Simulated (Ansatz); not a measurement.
Species: SeCl2, charge 0, singlet. SeCl2 (chloro selenohypochlorite, SMILES Cl[Se]Cl).
B3LYP-D3(BJ)/def2-TZVP minimum from Ansatz (a program for electronic structure):
```xyz
3

Se    -0.0048    -0.0006     0.6866
Cl     1.1124     1.2742    -0.6777
Cl    -1.1027    -1.2730    -0.6955
```
Charge 0, spin multiplicity 1.

Total energies in def2-SVP, 20 correlated electrons, 24 frozen orbitals. UHF or UKS for unpaired electrons; spin-orbit terms are left out. Cores are frozen in correlated methods (noble-gas shells, and filled d and f shells in the p block). No relativity.

```csv
method,program,energy (Eh),minus CCSDT(Q) (mEh)
HF,Ansatz,-3318.24044,427.67
MP2,Ansatz,-3318.61964,48.47
CCSD,Ansatz,-3318.65488,13.23
CCSD(T),Ansatz,-3318.66617,1.94
CCSDT(Q),Ansatz,-3318.66811,0.00
```

Rough core times of Ansatz's runs on a shared machine: CCSD(T) under 20 s, CCSDT(Q) 70 s.
